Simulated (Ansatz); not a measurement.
```yaml
crystal:
  periodic: [false, false, false]
  atoms:
    - {symbol: B, position_ang: [0.039692, 0.078375, 0.031056]}
    - {symbol: F, position_ang: [1.299558, -0.035948, 0.019129]}
    - {symbol: F, position_ang: [-0.661824, 1.181256, -0.049881]}
    - {symbol: F, position_ang: [-0.707213, -1.159734, -0.018097]}
basis:
  gaussian: {orbitals: "6-31G*"}
hamiltonian: {xc: {name: wB97M-V}}
scf: {omitted_lower_state_checks: [starts]}
output: {forces: true}
```

```sh
$ ansatz run in.yaml --threads 2 --pin off --events-out ev --progress --plain --max-ram 4352MiB
```

It prints (some lines left out):

```
Functional definition: wB97M-V
521 factors; their error is unknown
103 factors; integrals over basis functions are off by at most 6.1e-6 eV
mean field evaluation 1: about -8826.3750 eV, gradient 4.0e1 eV
mean field evaluation 2: about -8826.7754 eV, gradient 4.1e1 eV
mean field evaluation 4: about -8829.0658 eV, gradient 1.2e0 eV
mean field evaluation 8: about -8829.0558 eV, gradient 1.5e-2 eV
mean field -8829.05581219 eV, -324.4618165489 hartree, gradient 2.9e-5 eV, S^2 0.000000; 0 other end points of the search recorded, 0 dependent functions left out
reference -8829.05583038 eV, -324.4618172175 hartree; 16, 16 occupied and 44, 44 virtual orbitals, 521 factors
Total energy: -8829.05583038 eV, -324.4618172175 hartree
Atom 0 at     0.039692     0.078375     0.031056 Å, force    -4.544443    -3.770160    -0.781681 eV/Å
Atom 1 at     1.299558    -0.035948     0.019129 Å, force     2.381329     0.336453     0.212953 eV/Å
Atom 2 at    -0.661824     1.181256    -0.049881 Å, force     0.350195     0.223808     0.234340 eV/Å
Atom 3 at    -0.707213    -1.159734    -0.018097 Å, force     1.812920     3.209900     0.334387 eV/Å
Dipole moment:     0.132165     0.155396     0.044509 e Å
Checks for a lower state left out: starts
```

Hardware: 2 threads of Intel Xeon Platinum 8259CL on a shared host. Wall time 3 s.

The 6-31G sets use Cartesian d functions.
